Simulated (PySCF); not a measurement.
PySCF input file for trimethylsulfonium (C3H9S), SMILES C[S+](C)C, charge +1, B3LYP-D3(BJ)/def2-SVP. Geometry optimised at B3LYP-D3(BJ)/def2-SVP.

```python
import numpy as np
from pyscf import gto, scf, dft, df
from pyscf.hessian import thermo

mol = gto.M(
    atom='''
    C    -1.41505999   -0.81698526   -0.26572915
    S     0.00000000    0.00000000    0.52187750
    C    -0.00000000    1.63397052   -0.26572915
    C     1.41505998   -0.81698526   -0.26572915
    H    -1.32582138   -0.76546333   -1.35951241
    H    -2.32082606   -0.30352892    0.08527031
    H    -1.42327678   -1.85812988    0.08527031
    H    -0.00000001    1.53092665   -1.35951241
    H     0.89754928    2.16165879    0.08527030
    H    -0.89754929    2.16165879    0.08527031
    H     1.32582138   -0.76546334   -1.35951242
    H     2.32082607   -0.30352891    0.08527030
    H     1.42327678   -1.85812987    0.08527031
    ''',
    basis='def2-SVP',
    charge=1,
    spin=0,
    max_memory=1600,
    verbose=3,
)
mf = dft.RKS(mol, xc='b3lyp').density_fit(auxbasis='def2-universal-jkfit')
mf.disp = 'd3bj'
mf.grids.level = 3
mf.conv_tol = 1e-11
mf.max_cycle = 100
mf.kernel()

# [left out here: the lines that compute and print the analytic Hessian (its translational invariance restored by hand, since the grid's response is missing), thermochemistry and intensities]
```

It prints:

```
[...]
       9   H                -0.14 -0.36  0.23   -0.00 -0.01 -0.01    0.10  0.25 -0.16
      10   H                 0.17 -0.12 -0.01   -0.32  0.17  0.02    0.25 -0.15 -0.01
      11   H                 0.12 -0.16 -0.10   -0.20  0.26  0.20    0.17 -0.22 -0.16
      12   H                 0.19 -0.03 -0.12   -0.33  0.05  0.19    0.27 -0.04 -0.16
Mode                                18                  19                  20
Irrep
Freq [cm^-1]                     1417.8726           1429.0880           1429.1101
Reduced mass [au]                   1.0515              1.0480              1.0480
Force const [Dyne/A]                1.2455              1.2610              1.2611
Char temp [K]                    2040.0029           2056.1395           2056.1713
Normal mode                   x     y     z       x     y     z       x     y     z
       0   C                 0.02 -0.03  0.00    0.01  0.00 -0.02    0.01  0.01 -0.04
       1   S                -0.00 -0.00  0.00   -0.00  0.00  0.00    0.00  0.00  0.00
       2   C                -0.04 -0.00 -0.00    0.00  0.02  0.05   -0.00  0.00  0.00
       3   C                 0.02  0.03 -0.00   -0.01  0.00 -0.02    0.01 -0.01  0.04
       4   H                -0.21  0.36 -0.00    0.10  0.12 -0.00    0.25  0.11 -0.00
       5   H                -0.07  0.00 -0.26   -0.05 -0.20  0.12   -0.06 -0.34  0.30
       6   H                 0.03  0.06  0.26   -0.18  0.07  0.19   -0.34  0.11  0.26
       7   H                 0.41 -0.00 -0.00   -0.00  0.31  0.00    0.06  0.00  0.00
       8   H                 0.04  0.06 -0.26    0.30 -0.27 -0.32    0.01  0.01 -0.04
       9   H                 0.04 -0.06  0.26   -0.30 -0.27 -0.32    0.00 -0.01  0.04
      10   H                -0.21 -0.36  0.00   -0.11  0.13 -0.00    0.24 -0.10  0.00
      11   H                -0.07 -0.00  0.26    0.05 -0.20  0.13   -0.06  0.34 -0.30
      12   H                 0.03 -0.06 -0.26    0.19  0.07  0.20   -0.33 -0.10 -0.26
Mode                                21                  22                  23
Irrep
Freq [cm^-1]                     1437.9002           1437.9419           1448.7652
Reduced mass [au]                   1.0448              1.0448              1.0434
Force const [Dyne/A]                1.2727              1.2728              1.2904
Char temp [K]                    2068.8183           2068.8782           2084.4505
Normal mode                   x     y     z       x     y     z       x     y     z
       0   C                 0.01 -0.02 -0.01   -0.02  0.03 -0.00    0.01  0.00 -0.03
       1   S                 0.01 -0.00  0.00    0.00  0.01  0.00    0.00  0.00 -0.01
       2   C                 0.04  0.00 -0.00    0.00 -0.00  0.01    0.00 -0.01 -0.03
       3   C                 0.01  0.02  0.01    0.02  0.03 -0.00   -0.01  0.00 -0.03
       4   H                -0.12  0.27 -0.00    0.26 -0.42 -0.00    0.20  0.12 -0.00
       5   H                -0.06 -0.03 -0.15    0.10 -0.01  0.34   -0.06 -0.28  0.22
       6   H                 0.01  0.06  0.23   -0.07 -0.07 -0.30   -0.27  0.09  0.22
       7   H                -0.57 -0.00 -0.00   -0.00  0.04  0.01   -0.00 -0.23 -0.00
       8   H                -0.05 -0.10  0.37    0.03 -0.01 -0.04   -0.21  0.19  0.22
       9   H                -0.05  0.10 -0.37   -0.03 -0.01 -0.05    0.21  0.19  0.22
      10   H                -0.11 -0.26  0.00   -0.26 -0.42 -0.00   -0.20  0.12 -0.00
      11   H                -0.05  0.03  0.14   -0.10 -0.01  0.35    0.06 -0.28  0.22
      12   H                 0.01 -0.06 -0.22    0.07 -0.07 -0.30    0.27  0.09  0.22
Mode                                24                  25                  26
Irrep
Freq [cm^-1]                     3054.6131           3055.4941           3055.5862
Reduced mass [au]                   1.0290              1.0287              1.0287
Force const [Dyne/A]                5.6568              5.6584              5.6587
Char temp [K]                    4394.9081           4396.1758           4396.3082
Normal mode                   x     y     z       x     y     z       x     y     z
       0   C                -0.02 -0.01 -0.01   -0.01 -0.01 -0.01   -0.02 -0.01 -0.01
       1   S                -0.00 -0.00 -0.00   -0.00  0.00 -0.00    0.00  0.00 -0.00
       2   C                -0.00  0.02 -0.01   -0.00 -0.03  0.02    0.00 -0.00  0.00
       3   C                 0.02 -0.01 -0.01    0.02 -0.01 -0.01   -0.02  0.01  0.01
       4   H                -0.03 -0.02  0.34   -0.02 -0.01  0.21   -0.05 -0.03  0.45
       5   H                 0.25 -0.14 -0.10    0.16 -0.10 -0.07    0.34 -0.20 -0.14
       6   H                -0.00  0.29 -0.10   -0.00  0.18 -0.06   -0.00  0.40 -0.14
       7   H                -0.00  0.04  0.38    0.00 -0.06 -0.46   -0.00 -0.01 -0.05
       8   H                -0.28 -0.16 -0.11    0.35  0.20  0.14    0.04  0.02  0.02
       9   H                 0.28 -0.16 -0.11   -0.35  0.20  0.14   -0.05  0.03  0.02
      10   H                 0.03 -0.02  0.34    0.03 -0.02  0.31   -0.04  0.02 -0.39
      11   H                -0.25 -0.14 -0.10   -0.24 -0.14 -0.09    0.29  0.17  0.12
      12   H                 0.00  0.29 -0.10    0.00  0.27 -0.09   -0.00 -0.34  0.12
Mode                                27                  28                  29
Irrep
Freq [cm^-1]                     3179.3986           3180.4607           3180.4666
Reduced mass [au]                   1.1080              1.1101              1.1101
Force const [Dyne/A]                6.5989              6.6161              6.6162
Char temp [K]                    4574.4467           4575.9748           4575.9833
Normal mode                   x     y     z       x     y     z       x     y     z
       0   C                 0.03 -0.05  0.00   -0.04  0.06 -0.00    0.01 -0.02 -0.00
       1   S                 0.00  0.00 -0.00    0.00 -0.00  0.00   -0.00 -0.00  0.00
       2   C                -0.05  0.00  0.00   -0.02  0.00  0.00    0.07  0.00  0.00
       3   C                 0.03  0.04  0.00    0.03  0.05 -0.00    0.03  0.05  0.00
       4   H                 0.00 -0.00 -0.00   -0.00  0.01  0.00    0.00 -0.00  0.00
       5   H                -0.32  0.18  0.13    0.43 -0.24 -0.17   -0.13  0.07  0.05
       6   H                 0.00  0.36 -0.13   -0.00 -0.50  0.17   -0.00  0.13 -0.05
       7   H                -0.01 -0.00 -0.00   -0.00 -0.00 -0.00    0.01  0.00 -0.00
       8   H                 0.32  0.19  0.13    0.11  0.06  0.04   -0.43 -0.25 -0.17
       9   H                 0.32 -0.19 -0.13    0.12 -0.07 -0.05   -0.43  0.25  0.17
      10   H                 0.00  0.00 -0.00    0.00  0.01  0.00    0.00  0.01 -0.00
      11   H                -0.32 -0.18 -0.13   -0.31 -0.18 -0.13   -0.32 -0.18 -0.13
      12   H                 0.00 -0.36  0.13    0.00 -0.37  0.13    0.00 -0.36  0.13
Mode                                30                  31                  32
Irrep
Freq [cm^-1]                     3182.7350           3183.8895           3183.9171
Reduced mass [au]                   1.1124              1.1124              1.1124
Force const [Dyne/A]                6.6390              6.6437              6.6438
Char temp [K]                    4579.2471           4580.9081           4580.9478
Normal mode                   x     y     z       x     y     z       x     y     z
       0   C                 0.02  0.01 -0.05    0.02  0.01 -0.06    0.01  0.01 -0.03
       1   S                 0.00 -0.00  0.00    0.00  0.00 -0.00   -0.00  0.00  0.00
       2   C                -0.00 -0.02 -0.05   -0.00  0.00  0.00    0.00  0.03  0.07
       3   C                -0.02  0.01 -0.05    0.02 -0.01  0.06   -0.02  0.01 -0.04
       4   H                -0.04 -0.02  0.42   -0.05 -0.03  0.54   -0.03 -0.02  0.29
       5   H                -0.20  0.12  0.07   -0.24  0.14  0.09   -0.13  0.08  0.05
       6   H                 0.00 -0.23  0.07    0.00 -0.28  0.09    0.00 -0.15  0.05
       7   H                -0.00  0.04  0.43   -0.00 -0.00 -0.02    0.00 -0.07 -0.60
       8   H                 0.20  0.11  0.07   -0.01 -0.00 -0.00   -0.27 -0.15 -0.10
       9   H                -0.20  0.11  0.07    0.01 -0.01 -0.01    0.27 -0.15 -0.10
      10   H                 0.04 -0.02  0.42   -0.05  0.03 -0.51    0.03 -0.02  0.33
      11   H                 0.19  0.12  0.07   -0.23 -0.14 -0.08    0.15  0.09  0.06
      12   H                -0.00 -0.23  0.07    0.00  0.27 -0.09   -0.00 -0.17  0.05
temperature 298.1500 [K]
pressure 101325.00 [Pa]
Rotational constants [GHz] 5.94866 5.94866 3.70448
Symmetry number 3
Zero-point energy (ZPE) 0.11443 [Eh]   300428.729 [J/mol]
                           tot       elec      trans        rot        vib
Entropy [J/mol/K]       315.152      0.000    162.947     96.758     55.447
Cv [J/mol/K]             94.677      0.000     12.472     12.472     69.733
Cp [J/mol/K]            102.991      0.000     20.786     12.472     69.733
Internal energy [J/mol]                      3718.434   3718.434 310332.902
Internal energy [Eh]   -517.36702  -517.48806
Enthalpy [J/mol]                             6197.391   3718.434 310332.902
Enthalpy [Eh]          -517.36608
Gibbs free energy [J/mol]                  -42385.291 -25129.866 293801.232
Gibbs free energy [Eh] -517.40187
static polarisability / bohr^3: [[ 5.2773e+01 -0.0000e+00  0.0000e+00]
 [ 0.0000e+00  5.2773e+01 -2.0000e-03]
 [-0.0000e+00 -0.0000e+00  3.8671e+01]]
largest difference of analytic and finite-field dipole derivatives / e: 0.0007030167667925746
mode   freq/cm-1   IR/(km/mol)   Raman/(A^4/amu)   depolarisation
   1      162.01         0.000             0.000            0.748
   2      204.73         0.081             0.017            0.750
   3      204.95         0.081             0.017            0.750
   4      260.19         0.055             2.628            0.750
   5      260.35         0.056             2.627            0.750
   6      291.10         0.135             1.242            0.289
   7      634.14         2.681            20.766            0.048
   8      711.97         0.528             7.703            0.750
   9      711.98         0.528             7.700            0.750
  10      890.46         0.000             0.000            0.748
  11      934.36         2.037             0.823            0.750
  12      934.39         2.037             0.823            0.750
  13     1047.57        11.833             3.317            0.750
  14     1047.59        11.836             3.315            0.750
  15     1053.38         8.997             3.458            0.577
  16     1328.04         0.479             1.049            0.750
  17     1328.09         0.481             1.053            0.750
  18     1365.21         2.638             0.158            0.607
  19     1417.87         0.000             0.000            0.748
  20     1429.09         9.643            21.820            0.750
  21     1429.11         9.622            21.850            0.750
  22     1437.90        25.816            12.354            0.750
  23     1437.94        25.797            12.374            0.750
  24     1448.77        48.214             0.566            0.044
  25     3054.61         0.231           341.945            0.001
  26     3055.49         4.576             2.105            0.285
  27     3055.59         4.629             1.100            0.735
  28     3179.40         0.001             0.007            0.750
  29     3180.46        15.557            97.225            0.750
  30     3180.47        15.542            97.245            0.750
  31     3182.74         8.324           112.195            0.697
  32     3183.89         3.078            13.338            0.750
  33     3183.92         3.067            13.318            0.750
max |gradient| / (hartree/bohr): 2.1841637754604426e-05
APT charges: [-0.0333  0.4005 -0.0331 -0.0333  0.0533  0.0899  0.0899  0.0533  0.0899
  0.0899  0.0533  0.0899  0.0899]
```

The run converged.

Cost: roughly 4 core-minutes.
